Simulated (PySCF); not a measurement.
Consider `[SH][Co][SH]` (CoH2S2, quartet). Optimised structure (Å), atoms numbered from 1:
```
Co    0.0033    0.0009   -0.0061
S     0.3063    0.2828    2.1395
H     1.6346    0.5231    2.0188
S    -0.2983   -0.2810   -2.1521
H    -1.6261   -0.5253   -2.0319
```

Energies: B3LYP-D3(BJ)/ma-def2-SVP (PySCF, density fitting, integration grid level 2) on PBE0-D3(BJ)/def2-SVP structures. The prefix ma- adds one diffuse s and one diffuse p function on all atoms but H. Thermal corrections: GFN2-xTB frequencies, unscaled, ideal gas at 298.15 K and 1 bar, quasi-RRHO entropy. These were taken at the GFN2-xTB minima.

(1) What are the vertical and the adiabatic ionisation energy for forming the quintet cation?

(2) Where does the unpaired spin of the relaxed quintet cation sit?

Answers

(1) 9.45 eV vertical and 9.07 eV adiabatic, the latter with zero-point energy.

(2) Co1 (Co) 2.61, S4 (sulfur) 0.73, S2 (sulfur) 0.68 (intrinsic atomic orbital populations).

Caveats: ma-def2-SVP is a small basis, whose errors can reach tens of kJ/mol; spin-orbit coupling is left out of the energies, which matters for open shells on the heavier atoms.
